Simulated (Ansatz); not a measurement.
`NB(N)CO` + `[SH][GeH3]` → `OC[S][GeH3]` + `NBN`  (substitution at a C–B bond)

Calculated with Ansatz (gas phase, PBE0-D4/def2-TZVP geometries, no zero-point term in ΔE). CBS: MP2 limit from def2 TZ/QZ plus the TZ coupled-cluster correction, frozen cores. DFT in def2-TZVPP. B3LYP here is the variant with VWN-RPA as its local correlation; programs differ in this. For Ge outer-core shells are correlated without core-valence functions, which leaves a few kJ/mol of doubt a bond. Scalar relativity is left out up to krypton. One conformer a species, not always the lowest.

```tsv
level	ΔE (kJ/mol)	difference from CCSD(T)/CBS
PBE-D4	28.3	-5.5
r2SCAN-D4	32.7	-1.1
PBE0-D4	33.2	-0.6
B3LYP-D4	32.3	-1.5
ωB97X-V	35.6	1.8
ωB97M-V	36.6	2.8
B2PLYP	34.0	0.2
PBE	29.1	-4.7
r2SCAN	32.7	-1.1
PBE0	33.9	0.1
B3LYP	34.0	0.2
HF/def2-TZVPP	39.9	6.1
MP2/def2-TZVPP	33.9	0.1
SCS-MP2/def2-TZVPP	34.3	0.5
CCSD/def2-TZVPP	40.1	6.3
CCSD(T)/def2-TZVPP	37.3	3.5
HF/def2-QZVPP	39.5	5.7
MP2/def2-QZVPP	31.8	-2.0
SCS-MP2/def2-QZVPP	32.5	-1.3
HF/CBS(def2)	39.5	5.7
MP2/CBS(def2)	30.5	-3.3
CCSD/CBS(def2)	36.7	2.9
CCSD(T)/CBS	33.8	0
```

Largest T1 diagnostic among the species: 0.012.

From PBE to PBE0 (25 % exact exchange), in def2-TZVPP and without D4, ΔE moves by +4.8 kJ/mol.
